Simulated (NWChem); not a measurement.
System: C3H3F3; SMILES C=C(F)C(F)F

Here is an NWChem input.

```
start job
memory heap 200 mb stack 900 mb global 1100 mb
geometry units angstroms
  C     -1.736055    -0.149360    -0.398672
  C     -0.650242     0.454190     0.041451
  F     -0.681383     1.711089     0.525327
  C      0.735831    -0.141898     0.070853
  F      1.107394    -0.556987    -1.164181
  F      0.770430    -1.244569     0.858472
  H     -1.679507    -1.151916    -0.779958
  H     -2.691631     0.342874    -0.387004
  H      1.486846     0.572717     0.439820
end
basis spherical
  * library def2-svp
end
dft
  xc pbe0
  iterations 150
end
driver
  maxiter 120
end
task dft optimize
task dft freq
```

NWChem printed, in part:

```
             Northwest Computational Chemistry Package (NWChem) 7.3.0
             --------------------------------------------------------

 C1  symmetry detected

                             Geometry "geometry" -> ""
                             -------------------------

 Output coordinates in angstroms (scale by  1.889725989 to convert to a.u.)

  No.       Tag          Charge          X              Y              Z
 ---- ---------------- ---------- -------------- -------------- --------------
    1 C                    6.0000    -1.30530985    -1.08213575    -0.40970106
    2 C                    6.0000    -0.08840884    -0.75620729    -0.02254051
    3 F                    9.0000     0.84072734    -1.68863508     0.26413911
    4 C                    6.0000     0.43114087     0.64981112     0.15228537
    5 F                    9.0000    -0.35015180     1.34817348     1.01108610
    6 F                    9.0000     0.39134679     1.32839866    -1.02047185
    7 H                    1.0000    -2.02506045    -0.31594894    -0.63018250
    8 H                    1.0000    -1.60182761    -2.11037863    -0.51143479
    9 H                    1.0000     1.46505412     0.66608558     0.52857423

 Effective nuclear repulsion energy (a.u.)     243.7144724493

                                Z-matrix (autoz)
                                --------

 Units are Angstrom for bonds and degrees for angles

[...]

      ----------------------
      Optimization converged
      ----------------------

  Step       Energy      Delta E   Gmax     Grms     Xrms     Xmax
  ---- ---------------- -------- -------- -------- -------- --------
@   20    -414.88031686 -3.2D-07  0.00004  0.00001  0.00055  0.00160
                                     ok       ok       ok       ok

                                Z-matrix (autoz)
                                --------

 Units are Angstrom for bonds and degrees for angles

[...]

 Rotational Constants
 --------------------
 A=   0.174258 cm-1  (  0.250713 K)
 B=   0.107399 cm-1  (  0.154519 K)
 C=   0.073407 cm-1  (  0.105614 K)

 Temperature                      =   298.15K
 frequency scaling parameter      =   1.0000

 Zero-Point correction to Energy  =   36.640 kcal/mol  (  0.058390 au)
 Thermal correction to Energy     =   40.194 kcal/mol  (  0.064054 au)
 Thermal correction to Enthalpy   =   40.786 kcal/mol  (  0.064997 au)

 Total Entropy                    =   76.613 cal/mol-K
   - Translational                =   39.579 cal/mol-K (mol. weight =  96.0187)
   - Rotational                   =   26.553 cal/mol-K (symmetry #  =        1)
   - Vibrational                  =   10.480 cal/mol-K

 Cv (constant volume heat capacity) =   19.016 cal/mol-K
   - Translational                  =    2.979 cal/mol-K
   - Rotational                     =    2.979 cal/mol-K
   - Vibrational                    =   13.057 cal/mol-K

[normal modes left out]

 ----------------------------------------------------------------------------
 Normal Eigenvalue ||           Projected Infra Red Intensities
  Mode   [cm**-1]  || [atomic units] [(debye/angs)**2] [(KM/mol)] [arbitrary]
 ------ ---------- || -------------- ----------------- ---------- -----------
    1       -0.000 ||    0.000339           0.008         0.331       0.116
    2       -0.000 ||    0.000156           0.004         0.152       0.053
    3       -0.000 ||    0.000534           0.012         0.521       0.183
    4        0.000 ||    0.000226           0.005         0.220       0.077
    5        0.000 ||    0.000112           0.003         0.110       0.038
    6        0.000 ||    0.000001           0.000         0.001       0.000
    7       74.441 ||    0.001975           0.046         1.925       0.677
    8      230.710 ||    0.000805           0.019         0.785       0.276
    9      300.971 ||    0.006003           0.138         5.852       2.056
   10      418.068 ||    0.003345           0.077         3.261       1.146
   11      495.218 ||    0.007022           0.162         6.846       2.405
   12      570.204 ||    0.003818           0.088         3.722       1.308
   13      691.267 ||    0.011212           0.259        10.930       3.841
   14      761.076 ||    0.000167           0.004         0.163       0.057
   15      906.108 ||    0.060290           1.391        58.774      20.651
   16      947.277 ||    0.020392           0.470        19.879       6.985
   17      957.435 ||    0.024786           0.572        24.162       8.490
   18     1163.416 ||    0.153524           3.542       149.663      52.587
   19     1191.939 ||    0.170067           3.924       165.790      58.253
   20     1297.251 ||    0.089483           2.064        87.233      30.651
   21     1379.955 ||    0.010502           0.242        10.238       3.597
   22     1395.947 ||    0.034516           0.796        33.648      11.823
   23     1456.889 ||    0.079986           1.845        77.974      27.398
   24     1793.858 ||    0.065971           1.522        64.312      22.597
   25     3082.749 ||    0.036318           0.838        35.405      12.440
   26     3205.909 ||    0.004404           0.102         4.293       1.508
   27     3321.764 ||    0.002293           0.053         2.236       0.786
 ----------------------------------------------------------------------------
```

Level: PBE0/def2-SVP.
